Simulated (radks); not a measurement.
These are the eigenvalues of the occupied orbitals of an atom or ion with whole-number occupations (Ry). Calculated with a radial shooting solver on a logarithmic mesh with Libxc functionals: scalar-relativistic Kohn-Sham, PBE, spin-polarised, spherical densities, finite nucleus; Fermi nuclear charge, rms radius of each element as measured or else 0.836 A^(1/3) + 0.57 fm.

1s down: -5269.697
1s up: -5269.697
2s up: -917.4622
2s down: -917.4517
2p up: -801.4322
2p down: -801.4239
3s up: -215.8557
3s down: -215.8526
3p up: -181.6252
3p down: -181.6217
3d up: -142.7704
3d down: -142.7634
4s up: -48.59023
4s down: -48.58088
4p up: -37.35819
4p down: -37.34951
4d up: -23.25061
4d down: -23.24019
5s up: -10.70375
5s down: -10.60971
5p up: -7.82976
5p down: -7.70934
4f up: -7.58703
4f down: -7.56636
5d up: -4.44298

Which element is it, and in what charge state? The configuration may be excited. Open shells, if any, are filled with parallel spins first.

Answer. Z = 75, rhenium, charge +5: Re5+ in [Xe] 4f14 5d2. The list shows which subshells hold electrons but not how many an open one holds; the 1s level, -2634.8 hartree, gives Z - s = 72.6 by -(Z - s)^2/2, which with screening and relativity narrows Z to a few neighbours, and the depths of the outer levels then fix element, charge and occupations together.
